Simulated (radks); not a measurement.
Question: The indium ion In2+, [Kr] 4d10 5s1. Method: non-relativistic Kohn-Sham, exchange-only PBE, spin-polarised, spherical densities, point nucleus; computed with a radial shooting solver on a logarithmic mesh with Libxc functionals. Every spin shell is full or empty, so the densities are truly spherical. Functionals are evaluated on that one density, not self-consistently. Rank these orbital-free kinetic functionals by their error against the exact value of the orbitals, and give that value: Thomas-Fermi, von Weizsacker, TF + vW, APBEK, Perdew 92, Thakkar, Pearson, LKT, PG1, DePristo-Kress, Ernzerhof.

Answer: Exact: 5738.68 hartree. From best to worst, with 100 (|E| - |E exact|)/|E exact| (equal figures are ties): DePristo-Kress -0.08, APBEK +0.13, Ernzerhof -0.39, Thakkar -0.56, Perdew 92 -0.66, Pearson -0.92, Thomas-Fermi -5.32, PG1 +15.21, LKT +19.35, TF + vW +36.52, von Weizsacker -58.16.
